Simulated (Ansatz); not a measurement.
Compare A (`C=C=C[SiH2][SiH3]`) with its isomer B (`C=C1C[SiH]1[SiH3]`).

Isolated molecules relaxed with PBE0-D4/def2-TZVP in Ansatz; ΔE leaves out vibrations. CCSD(T)/CBS is the MP2 limit (def2-TZVPP, def2-QZVPP) plus CCSD(T) − MP2 in def2-TZVPP, frozen cores. Functionals use def2-TZVPP. B3LYP here is the variant with VWN-RPA as its local correlation; programs differ in this. One conformer a species, not always the lowest.

A:

```xyz
13

C     2.370    0.675   -1.730
C     1.554   -0.091   -1.069
C     0.733   -0.828   -0.379
Si   -0.097   -0.185    1.162
Si   -2.403    0.034    0.807
H     3.434    0.676   -1.516
H     2.011    1.328   -2.518
H     0.513   -1.836   -0.728
H     0.499    1.131    1.514
H     0.126   -1.135    2.288
H    -2.667    1.032   -0.265
H    -2.978   -1.273    0.385
H    -3.094    0.473    2.050
```

B:

Z-matrix (Å, degrees):
```
C
C 1 1.498
Si 1 1.883 2 64.2
H 1 1.089 2 116.6 3 -110.1
H 1 1.088 2 117.3 3 111.6
C 2 1.320 1 137.5 3 -178.6
Si 3 2.321 1 118.3 2 103.8
H 3 1.484 1 117.0 2 -104.4
H 6 1.085 2 121.5 1 179.5
H 6 1.088 2 121.6 1 -0.7
H 7 1.486 3 107.7 1 -24.3
H 7 1.488 3 111.2 1 95.3
H 7 1.487 3 111.1 1 -143.9
```

**Question.** Which isomer does CCSD(T)/CBS put lower? Give the gap. (Estimate.)

**Answer.** The calculation gave: A, by 6.5 kcal/mol.

**Question.** Give E(B) − E(A) in kcal/mol with CCSD(T)/def2-TZVPP, B2PLYP, B3LYP, MP2/def2-TZVPP, PBE0-D4, HF/def2-TZVPP, r2SCAN-D4. (Best estimate.)

**Answer.** The calculation gave: CCSD(T)/def2-TZVPP 6.8, B2PLYP 8.4, B3LYP 9.9, MP2/def2-TZVPP 4.7, PBE0-D4 4.5, HF/def2-TZVPP 14.1, r2SCAN-D4 6.3. None reverses the order clearly.

Largest T1 diagnostic: 0.013.

In def2-TZVPP, CCSD(T) changes the Hartree–Fock value by −7.3 kcal/mol (the triples alone add −0.8 kcal/mol) and MP2 by −9.3 kcal/mol.
